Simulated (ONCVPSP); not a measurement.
## C (Z = 6), ONCV: configuration errors across variants

```json
{"Element": "C", "Generator": "ONCVPSP 4.0.1", "Type": "optimised norm-conserving Vanderbilt (ONCV)", "Functional": "LDA (Perdew-Wang 92)", "Relativity": "scalar-relativistic", "Frozen core": "[He]", "Valence charge": "4", "Reference configuration": "2s1.5 2p2.5", "Partial waves": "2s: rc 1.10 bohr, ncon 3, nbas 6, qcut 5.8 1/bohr, 2 projectors, debl 3.8 Ha; 2p: rc 2.90 bohr, ncon 4, nbas 7, qcut 3.7 1/bohr, 2 projectors, debl 1.1 Ha; d scattering state at 0.15 Ha: rc 2.90 bohr, ncon 3, nbas 6, qcut 3.7 1/bohr, 1 projector", "Local potential": "polynomial inside 0.95 bohr (lpopt 2, dvloc0 0 Ha)", "Core correction": "polynomial model core, fcfact 0.35"}
```

All-electron excitation energies from the reference (eV): (1) 2s2 2p2 -4.116; (2) 2s2 2p1 6.869; (3) 2s2 2p0 31.127; (4) 2s1 2p2 15.362.

1 further variants failed, have other tests or another functional or relativity, and are left out.

Errors AE − PS in meV (a dash: test not solved or not reliable):

```csv
change,(1),(2),(3),(4),bound ghosts,GHOST(+) flags above zero
base,-14,+332,+1872,+31,none,none
p: debl 0.8,-14,+332,+1872,+31,none,none
p: qcut 3.8,-13,+321,+1812,+29,none,none
s: qcut 5.7,-14,+332,+1872,+31,none,none
"local potential polynomial inside 0.95 bohr (lpopt 2, dvloc0 -0.5 Ha)",-14,+332,+1872,+31,none,d
"local potential polynomial inside 0.75 bohr (lpopt 3, dvloc0 3 Ha)",-14,+332,+1872,+31,none,d
```

Task: Give the same row for: p: qcut 4.3.

Result: -10, +275, +1556, +22; bound ghosts: none; GHOST(+) flags above zero: none.
